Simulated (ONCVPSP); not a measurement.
# Cutoff test, cerium (Ce), ONCV

```
Element                 : cerium (Ce)
Generator               : ONCVPSP 4.0.1
Type                    : optimised norm-conserving Vanderbilt (ONCV)
Functional              : PBE
Relativity              : scalar-relativistic
Frozen core             : [Kr]
Valence charge          : 22
Reference configuration : 4d10 4f1 5s2 5p6 5d1 6s1 6p1
Partial waves           : 5s+6s: rc 2.65 bohr, ncon 3, nbas 7, qcut 4.3 1/bohr, 2 projectors; 5p+6p: rc 2.65 bohr, ncon 4, nbas 8, qcut 4.7 1/bohr, 2 projectors; 4d+5d: rc 1.00 bohr, ncon 4, nbas 9, qcut 18 1/bohr, 2 projectors; 4f: rc 1.75 bohr, ncon 3, nbas 8, qcut 8.4 1/bohr, 3 projectors, debl 2.6 Ha
Local potential         : polynomial inside 0.85 bohr (lpopt 4, dvloc0 0 Ha)
Core correction         : Teter function, fcfact 5, rcfact 1.4
```

Q: For each optimised wave give the share of its norm inside rc, the residual kinetic energy above qcut (Ha) and the cutoffs (Ha) for errors of 10, 1, 0.1 and 0.01 mHa per electron.

A:

| wave | norm inside rc | residual KE | 10 mHa | 1 mHa | 0.1 mHa | 0.01 mHa |
| --- | --- | --- | --- | --- | --- | --- |
| 5s | 0.975 | 2.7e-06 | 2.2 | 5.3 | 7.1 | 8.8 |
| 6s | 0.103 | 5.7e-06 | 1.9 | 5.3 | 7.4 | 9.2 |
| 5p | 0.920 | 1.6e-06 | 4.0 | 5.1 | 6.2 | 8.9 |
| 6p | 0.038 | 1.4e-06 | 2.7 | 4.1 | 5.4 | 8.9 |
| 4d | 0.833 | 1.1e-08 | 68.5 | 86.5 | 103.9 | 119.2 |
| 5d | 0.030 | 6.1e-10 | 50.2 | 69.7 | 88.2 | 106.0 |
| 4f | 0.870 | 2.4e-04 | 28.8 | 32.9 | 59.9 | 158.8 |
| f projector 2 | 0.177 | 2.3e-03 | 31.9 | 46.8 | 125.3 | not reached |
| f projector 3 | 0.154 | 1.7e-02 | 37.0 | 69.9 | 131.8 | 151.6 |

The occupied waves need 86 Ha and 104 Ha for 1 and 0.1 mHa. Note: ghosts flagged at negative energy: s at -172.0 eV, p at -31.7 eV; GHOST(+) flags only above 600 eV. A true bound ghost makes a file unfit for plane-wave use. 1 of 4 tests not solved or not reliable.
